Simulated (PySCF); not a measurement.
## Electron correlation in Xe³⁷⁺ (xenon, charge +37)

[Ne] 3s2 3p5, 2P determinant. Calculation: PySCF 2.14, in an even-tempered Gaussian basis (18 s from 6.2 bohr⁻², ratio 2.5; 12 p from 8.1 bohr⁻², ratio 2.5; 5 d from 37 bohr⁻², ratio 2.7; 4 f from 55 bohr⁻², ratio 2.7); the spin-free X2C one-electron Hamiltonian (Gaussian nucleus). Frozen: 1s2; 15 electrons correlated; the 21 highest virtual orbitals of each spin left out.

```csv
level,correlation energy (mhartree)
CCSD,-618.62
(T),-1.16
CCSD(T),-619.78
```

Diagnostics: T1 = 0.00055, D1 = 0.0025, largest double amplitude 0.021.

Spin-orbit coupling, absent here, splits the open shell strongly.

Cost of the coupled-cluster step: roughly 70 core-seconds, for 15 correlated electrons.

Iterations:

```
CC2 = 0
CCSD nocc = (np.int64(8), np.int64(7)), nmo = (85, 85)
frozen orbitals [[0, 86, 87, 88, 89, 90, 91, 92, 93, 94, 95, 96, 97, 98, 99, 100, 101, 102, 103, 104, 105, 106], [0, 86, 87, 88, 89, 90, 91, 92, 93, 94, 95, 96, 97, 98, 99, 100, 101, 102, 103, 104, 105, 106]]
max_cycle = 100
direct = 0
conv_tol = 1e-08
conv_tol_normt = 1e-06
diis_space = 8
diis_start_cycle = 0
Init t2, MP2 energy = -0.60598039618452
Init E_corr(UCCSD) = -0.605980396185047
cycle = 1  E_corr(UCCSD) = -0.616378709901508  dE = -0.0103983137  norm(t1,t2) = 0.00714043
cycle = 2  E_corr(UCCSD) = -0.618257185784959  dE = -0.00187847588  norm(t1,t2) = 0.0013268
cycle = 3  E_corr(UCCSD) = -0.618624164589189  dE = -0.000366978804  norm(t1,t2) = 0.000273218
cycle = 4  E_corr(UCCSD) = -0.618619141091387  dE = 5.0234978e-06  norm(t1,t2) = 1.30066e-05
cycle = 5  E_corr(UCCSD) = -0.618619022028708  dE = 1.1906268e-07  norm(t1,t2) = 7.0086e-07
cycle = 6  E_corr(UCCSD) = -0.618619064385438  dE = -4.235673e-08  norm(t1,t2) = 5.6447e-08
cycle = 7  E_corr(UCCSD) = -0.618619063394982  dE = 9.90455162e-10  norm(t1,t2) = 3.84393e-09
UCCSD converged
E(UCCSD) = -6327.703190557034  E_corr = -0.6186190633949824
UCCSD(T) correction = -0.00115709289043625
```

At this charge the one-electron X2C treatment keeps the bare 1/r₁₂, with no two-electron picture change or Breit term. The effect here is smaller than on the frozen 1s shell; and a scalar Hamiltonian misses the large spin-orbit splitting of the p shells, which matters for ns² → np² pairs.
